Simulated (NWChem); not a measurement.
The numbers come from NWChem runs, not from measurements. System: CuI, charge 1, spin multiplicity 2, at the geometry of a parent with another charge or spin, in a state set for the comparison that need not be this species' ground state. Its SCF solution wasn't tested for a lower state. Level: UPBE0/x2c-SVPall-2c, scalar ZORA.

Input file:

```
start mol
memory heap 200 mb stack 900 mb global 1100 mb
charge 1
geometry units angstroms nocenter noautoz noautosym
  Cu     0.000000     0.000000    -1.533080
  I      0.000000     0.000000     0.838855
end
basis spherical
  * library x2c-svpall-2c
end
relativistic
  zora on
end
dft
  xc pbe0
  odft
  mult 2
  semidirect memsize 60000000 filesize 0
  iterations 100
  grid fine
end
task dft energy
```

Output (cleaned and shortened):

```
             Northwest Computational Chemistry Package (NWChem) 7.3.0
             --------------------------------------------------------

                                NWChem Input Module
                                -------------------

 Scaling coordinates for geometry "geometry" by  1.889725989
 (inverse scale =  0.529177249)

                             Geometry "geometry" -> ""
                             -------------------------

 Output coordinates in angstroms (scale by  1.889725989 to convert to a.u.)

  No.       Tag          Charge          X              Y              Z
 ---- ---------------- ---------- -------------- -------------- --------------
    1 Cu                  29.0000     0.00000000     0.00000000    -1.53308000
    2 I                   53.0000     0.00000000     0.00000000     0.83885500

 Effective nuclear repulsion energy (a.u.)     342.9037607323

            Nuclear Dipole moment (a.u.)
            ----------------------------
        X                 Y               Z
 ---------------- ---------------- ----------------
     0.0000000000     0.0000000000    -0.0000094486


 Summary of "ao basis" -> "" (spherical)
 ------------------------------------------------------------------------------
       Tag                 Description            Shells   Functions and Types
 ---------------- ------------------------------  ------  ---------------------
 *                       x2c-svpall-2c                on all atoms

                                 NWChem DFT Module
                                 -----------------

 Summary of "ao basis" -> "ao basis" (spherical)
 ------------------------------------------------------------------------------
       Tag                 Description            Shells   Functions and Types
 ---------------- ------------------------------  ------  ---------------------
 Cu                      x2c-svpall-2c              14       42   5s5p3d1f
 I                       x2c-svpall-2c              18       50   6s8p4d

 Summary of "ao basis" -> "ao basis" (spherical)
 ------------------------------------------------------------------------------
       Tag                 Description            Shells   Functions and Types
 ---------------- ------------------------------  ------  ---------------------
 Cu                      x2c-svpall-2c              14       42   5s5p3d1f
 I                       x2c-svpall-2c              18       50   6s8p4d

            General Information
            -------------------
          SCF calculation type: DFT
          Wavefunction type:  spin polarized.
          No. of atoms     :     2
          No. of electrons :    81
           Alpha electrons :    41
            Beta electrons :    40
          Charge           :     1
          Spin multiplicity:     2
          Use of symmetry is: off; symmetry adaption is: off
          Maximum number of iterations: 100
          AO basis - number of functions:    92
                     number of shells:    32
          Convergence on energy requested:  1.00D-06
          Convergence on density requested:  1.00D-05
          Convergence on gradient requested:  5.00D-04

              XC Information
              --------------
                         PBE0 Method XC Functional
                     Hartree-Fock (Exact) Exchange  0.250
          PerdewBurkeErnzerhof Exchange Functional  0.750
            Perdew 1991 LDA Correlation Functional  1.000 local
           PerdewBurkeErnz. Correlation Functional  1.000 non-local
[...]
    57     -0.301364  2 I  pz                28      0.186325  1 Cu d  0
     3      0.183288  1 Cu s                 54      0.116307  2 I  pz
    17     -0.111594  1 Cu pz                47      0.099340  2 I  s

 Vector   40  Occ=1.000000D+00  E=-4.972818D-01
              MO Center=  1.9D-07, -5.9D-08,  5.0D-01, r^2= 2.4D+00
   Bfn.  Coefficient  Atom+Function         Bfn.  Coefficient  Atom+Function
  ----- ------------  ---------------      ----- ------------  ---------------
    64      0.561791  2 I  px                61      0.505682  2 I  px
    55     -0.445625  2 I  px                24      0.312136  1 Cu d  1
    52      0.169011  2 I  px                65     -0.121379  2 I  py
    62     -0.109256  2 I  py                29      0.098435  1 Cu d  1
    56      0.096280  2 I  py                15      0.068242  1 Cu px

 Vector   41  Occ=0.000000D+00  E=-4.191229D-01
              MO Center= -7.0D-09, -2.0D-09,  5.0D-01, r^2= 2.4D+00
   Bfn.  Coefficient  Atom+Function         Bfn.  Coefficient  Atom+Function
  ----- ------------  ---------------      ----- ------------  ---------------
    65      0.577028  2 I  py                62      0.485938  2 I  py
    56     -0.437773  2 I  py                22     -0.304625  1 Cu d -1
    53      0.165498  2 I  py                64      0.124671  2 I  px
    61      0.104990  2 I  px                27     -0.098584  1 Cu d -1
    55     -0.094584  2 I  px                16      0.082251  1 Cu py

 Vector   42  Occ=0.000000D+00  E=-3.011721D-01
              MO Center= -2.4D-08,  6.8D-08, -1.7D+00, r^2= 3.6D+00
   Bfn.  Coefficient  Atom+Function         Bfn.  Coefficient  Atom+Function
  ----- ------------  ---------------      ----- ------------  ---------------
     4      0.968050  1 Cu s                 66      0.396876  2 I  pz
     3     -0.340554  1 Cu s                 63      0.222063  2 I  pz
    57     -0.195706  2 I  pz                48     -0.192296  2 I  s
    17     -0.180307  1 Cu pz                 5      0.175026  1 Cu s
    47     -0.159713  2 I  s                 23      0.115621  1 Cu d  0

 Vector   43  Occ=0.000000D+00  E=-1.400841D-01
              MO Center=  3.4D-09,  1.1D-08, -1.3D+00, r^2= 3.0D+00
   Bfn.  Coefficient  Atom+Function         Bfn.  Coefficient  Atom+Function
  ----- ------------  ---------------      ----- ------------  ---------------
    16      0.969587  1 Cu py                10     -0.271700  1 Cu py
    15      0.209484  1 Cu px                84     -0.180092  2 I  d -1
    65     -0.168621  2 I  py                62     -0.159070  2 I  py
    56      0.121454  2 I  py                79      0.093236  2 I  d -1
     7      0.090156  1 Cu py                 9     -0.058702  1 Cu px

   alpha - beta orbital overlaps
   -----------------------------

   alpha      1      2      3      4      5      6      7      8      9     10
    beta      1      2      3      4      5      6      7      8      9     10
 overlap   1.000  1.000  1.000  1.000  1.000  1.000  1.000  1.000  1.000  1.000

   alpha     11     12     13     14     15     16     17     18     19     20
    beta     11     12     13     14     15     16     17     18     19     20
 overlap   1.000  1.000  1.000  1.000  0.998  1.000  1.000  1.000  0.998  1.000

   alpha     21     22     23     24     25     26     27     28     29     30
    beta     21     22     23     24     25     26     27     28     29     30
 overlap   1.000  1.000  1.000  1.000  1.000  1.000  1.000  0.994  1.000  1.000

   alpha     31     32     33     34     35     36     37     38     39     40
    beta     31     32     33     34     38     35     36     37     41     39
 overlap   1.000  0.994  0.999  0.998  0.973  0.999  1.000  1.000  0.973  0.999

   alpha     41     42     43     44     45     46     47     48     49     50
    beta     40     42     43     44     45     46     48     50     47     49
 overlap   0.999  1.000  0.998  1.000  0.998  0.999  0.948  0.997  0.993  1.000

   alpha     51     52     53     54     55     56     57     58     59     60
    beta     51     52     53     54     56     55     58     57     59     60
 overlap   0.948  0.993  0.993  0.982  0.997  1.000  0.998  1.000  1.000  1.000

   alpha     61     62     63     64     65     66     67     68     69     70
    beta     62     61     63     64     65     67     68     69     66     71
 overlap   1.000  1.000  1.000  1.000  1.000  0.948  0.989  1.000  0.986  0.948

   alpha     71     72     73     74     75     76     77     78     79     80
    beta     70     72     73     74     75     76     77     78     79     80
 overlap   0.986  0.989  1.000  1.000  1.000  1.000  1.000  1.000  1.000  1.000

   alpha     81     82     83     84     85     86     87     88     89     90
    beta     81     82     83     84     85     86     87     88     89     90
 overlap   1.000  1.000  1.000  1.000  1.000  1.000  1.000  1.000  1.000  1.000

   alpha     91     92
    beta     91     92
 overlap   1.000  1.000

     --------------------------
     Expectation value of S2:
     --------------------------
      <S2> =      0.7534 (Exact =     0.7500)

 center of mass
 --------------
 x =   0.00000000 y =   0.00000000 z =   0.09929555

 moments of inertia (a.u.)
 ------------------
         845.195694123950           0.000000000000           0.000000000000
           0.000000000000         845.195694123950           0.000000000000
           0.000000000000           0.000000000000           0.000000000000

     Multipole analysis of the density
     ---------------------------------

     L   x y z        total         alpha         beta         nuclear
     -   - - -        -----         -----         ----         -------
     0   0 0 0      1.000000    -41.000000    -40.000000     82.000000

     1   1 0 0     -0.000000     -0.000000     -0.000000      0.000000
     1   0 1 0      0.000000      0.000000      0.000000      0.000000
     1   0 0 1     -1.494370     -1.290264     -0.204097     -0.000009

     2   2 0 0    -27.589157    -14.362044    -13.227113      0.000000
     2   1 1 0      0.474784     -0.019365      0.494149      0.000000
     2   1 0 1     -0.000000     -0.000000      0.000000      0.000000
     2   0 2 0    -25.494243    -14.447489    -11.046753      0.000000
     2   0 1 1      0.000001     -0.000000      0.000002      0.000000
     2   0 0 2    -15.546021   -198.317997   -193.813228    376.585205

 Task  times  cpu:       20.2s     wall:       20.2s

 Total times  cpu:       20.2s     wall:       20.2s
```
